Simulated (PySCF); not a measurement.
## How strongly Ge binds etchant and ambient atoms

PBE0 in PySCF with def2-TZVPP on every atom, for the lowest determinant that a PBE0 search found; no spin–orbit coupling. D0 is De less the harmonic zero-point energy.

```
 X            state of GeX  D0(GeX) (eV)  D0(X₂) (eV)
Cl           doublet (π ↑)          4.12         2.54
Br           doublet (π ↑)          3.69         2.24
 O  singlet (closed shell)          6.53         5.29
```

Task: Give the energy of Ge + X₂ → GeX + X at 0 K for each X.

Result: Cl: 2.54 − 4.12 = -1.58 eV; Br: 2.24 − 3.69 = -1.45 eV; O: 5.29 − 6.53 = -1.24 eV (PBE0/def2-TZVPP; negative means exothermic).

Task: Does an atom of Br displace Cl from GeCl?

Result: GeCl + Br → GeBr + Cl has ΔE = 4.12 − 3.69 = +0.43 eV at PBE0/def2-TZVPP, so it is uphill.

Gas-phase diatomics only hint at surface chemistry, where an atom holds several bonds.

Spin–orbit coupling is left out. States were picked by a PBE0 search and need not be the measured ground states.
